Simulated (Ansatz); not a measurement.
PBE exchange is replaced step by step with exact exchange (0 % is PBE, 25 % PBE0; no dispersion term), basis def2-TZVP, Ansatz. System: the cluster V₂N₂. Total charge 0; singlet. Geometry: PBE-D4/def2-SVP, each spin state at its own.

Left out: 25, 35, 50 %, where a state is spin-contaminated, unstable or flagged.

Geometry of the singlet:

```tsv
atom	x (Å)	y (Å)	z (Å)
V1	0.0968	1.1929	-0.0781
V2	0.7317	-0.4481	-0.8381
N3	-0.9536	-0.3598	-0.0194
N4	0.1251	-0.3850	0.9356
```

At PBE with 10 % exact exchange/def2-TZVP, PBE with 15 % exact exchange/def2-TZVP the charge 0 triplet is spin-contaminated (final ⟨S²⟩ up to 2.25, 2.00 for a pure state). The structure comes from a short search, and lower isomers may exist.

| exact exchange (%) | HOMO (eV) | LUMO (eV) | gap (eV) | triplet − singlet (kJ/mol) | quintet − singlet (kJ/mol) |
| --- | --- | --- | --- | --- | --- |
| 0 | -3.93 | -2.89 | 1.03 | 27.9 | 66.2 |
| 5 | -4.18 | -2.59 | 1.58 | 30.7 | 56.9 |
| 10 | -4.43 | -2.30 | 2.13 | 29.2 | 46.2 |
| 15 | -4.64 | -2.01 | 2.64 | 24.4 | 34.1 |

The spin gap doesn't follow a straight line here, which points to a change of state along the sweep.
